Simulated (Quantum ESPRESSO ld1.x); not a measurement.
Q: These are the eigenvalues of the occupied orbitals of an atom or ion with whole-number occupations (hartree). Method: Dirac Kohn-Sham, PBEsol, spin-unpolarised, spherical densities, point nucleus; computed with ld1.x of Quantum ESPRESSO 7.5.

1s1/2: -1040.0881
2s1/2: -173.3328
2p1/2: -163.1676
2p3/2: -155.3975
3s1/2: -48.6925
3p1/2: -44.5928
3p3/2: -43.1418
3d3/2: -35.9456
3d5/2: -35.6420
4s1/2: -21.3143

Which element is it, and in what charge state? The configuration may be excited. Open shells, if any, are shared by 2j + 1.

A: Z = 49, indium, charge +20: In20+ in [Ar] 3d10 4s1. The list shows which subshells hold electrons but not how many an open one holds; the 1s level, -1040.1 hartree, gives Z - s = 45.6 by -(Z - s)^2/2, which with screening and relativity narrows Z to a few neighbours, and the depths of the outer levels then fix element, charge and occupations together.
